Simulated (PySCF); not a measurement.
`O=C/C1=C/CC/C=C\CC1`, C₉H₁₂O

Cartesian coordinates in Å; atom numbers follow the order of the lines, from 1:
```xyz
22

O     3.519    0.183    0.509
C     2.573    0.930    0.546
C     1.221    0.606    0.041
C     0.291    1.568    0.206
C    -1.159    1.595   -0.141
C    -1.843    0.268   -0.475
C    -1.833   -0.715    0.665
C    -0.857   -1.552    1.039
C     0.501   -1.790    0.453
C     1.054   -0.769   -0.544
H     2.668    1.959    0.983
H     0.656    2.499    0.664
H    -1.289    2.303   -0.983
H    -1.690    2.073    0.702
H    -1.403   -0.165   -1.383
H    -2.889    0.491   -0.735
H    -2.739   -0.720    1.282
H    -1.072   -2.178    1.914
H     0.507   -2.789   -0.022
H     1.219   -1.877    1.287
H     2.058   -1.108   -0.840
H     0.448   -0.741   -1.457
```

The calculation used PySCF, TDDFT CAM-B3LYP/def2-SVPD circular dichroism and optical rotation, one conformer, gas phase. Geometry: PBE0-D3(BJ)/def2-SVP.

No stereocentre is labelled: unless the shape is locked (an allene, a helicene, a hindered biaryl), the mirror image is equally populated and a measured rotation or CD is zero.

Task: Draw the ECD and absorption spectra from the lowest 12 states, each a Gaussian of half-width 0.35 eV at 1/e height.

Result: 
| E (eV) | λ (nm) | Δε (L mol⁻¹ cm⁻¹) | ε (L mol⁻¹ cm⁻¹) |
| --- | --- | --- | --- |
| 3.57 | 348 | -0.21 | 2.77 |
| 3.72 | 334 | -0.59 | 7.83 |
| 3.87 | 321 | -1.15 | 15.4 |
| 4.02 | 309 | -1.57 | 20.9 |
| 4.17 | 298 | -1.47 | 19.6 |
| 4.32 | 287 | -0.96 | 12.8 |
| 4.47 | 278 | -0.43 | 5.78 |
| 4.62 | 269 | -0.14 | 2.1 |
| 4.77 | 260 | -0.03 | 4.22 |
| 4.92 | 252 | -0.04 | 34.7 |
| 5.07 | 245 | -0.20 | 223 |
| 5.22 | 238 | -0.70 | 1010 |
| 5.37 | 231 | -1.75 | 3250 |
| 5.52 | 225 | -3.10 | 7290 |
| 5.67 | 219 | -3.91 | 11400 |
| 5.82 | 213 | -3.53 | 12500 |
| 5.97 | 208 | -2.18 | 9490 |
| 6.12 | 203 | -0.37 | 5100 |
| 6.27 | 198 | +2.60 | 2310 |
| 6.42 | 193 | +8.57 | 2220 |
| 6.57 | 189 | +17.73 | 4920 |
| 6.72 | 185 | +25.60 | 9890 |
| 6.87 | 181 | +26.28 | 14900 |
| 7.02 | 177 | +20.13 | 16600 |
| 7.17 | 173 | +13.65 | 14200 |
| 7.32 | 169 | +11.11 | 10100 |

Δε uses R in velocity form, ε uses f in length form. Only the states computed contribute, so the short-wavelength end is incomplete.
